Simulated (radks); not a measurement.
Task: All-electron atom: the scandium ion Sc11+ in [Ne] (the NIST ground configuration). Method: Dirac Kohn-Sham, BLYP, spin-unpolarised, spherical densities, finite nucleus; Fermi nuclear charge, rms radius 3.5459 fm; computed with a radial shooting solver on a logarithmic mesh with Libxc functionals. Some entries of the table are withheld. Estimate them.

| orbital | occ. | eigenvalue (eV) | <r^2> (bohr^2) | <r> (bohr) |
|---|---|---|---|---|
| 1s1/2 | 2 | -4680.623 | 0.007163 | 0.07298 |
| 2s1/2 | 2 | (1) | 0.1351 | 0.3384 |
| 2p1/2 | 2 | -656.1341 | 0.1105 | 0.2996 |
| 2p3/2 | 4 | -651.3000 | 0.1121 | 0.3021 |
| 3s1/2 | 0 | -265.6157 | 0.9090 | (2) |
| 3p1/2 | 0 | -242.5249 | (3) | (4) |
| 3p3/2 | 0 | -241.5948 | (5) | (6) |

Result: 
(1) 2s1/2 eigenvalue (eV): -736.1793
(2) 3s1/2 <r> (bohr): 0.8959
(3) 3p1/2 <r^2> (bohr^2): 0.9191
(4) 3p1/2 <r> (bohr): 0.8954
(5) 3p3/2 <r^2> (bohr^2): 0.9265
(6) 3p3/2 <r> (bohr): 0.8991
